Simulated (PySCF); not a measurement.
**Correlation energy of Cd (cadmium, neutral)**

[Kr] 4d9 5s2 5p1, one real determinant (an excited configuration). Calculation: PySCF 2.14, in x2c-TZVPPall with one added diffuse shell each of s, p, d, f type (9s7p7d3f1g, 95 functions); scalar relativity by spin-free X2C-1e. Frozen: [Kr]; 12 electrons correlated.

```
  level  correlation energy (mhartree)
   CCSD                        -372.69
    (T)                         -13.12
CCSD(T)                        -385.81
```

Diagnostics: T1 = 0.016, D1 = 0.0557, largest double amplitude 0.061.

Is a single reference adequate?

Yes, within this model without spin-orbit coupling: T1 lies below 0.03 and no double amplitude reaches 0.07.

The reference is one real determinant that mixes LS terms of this configuration.
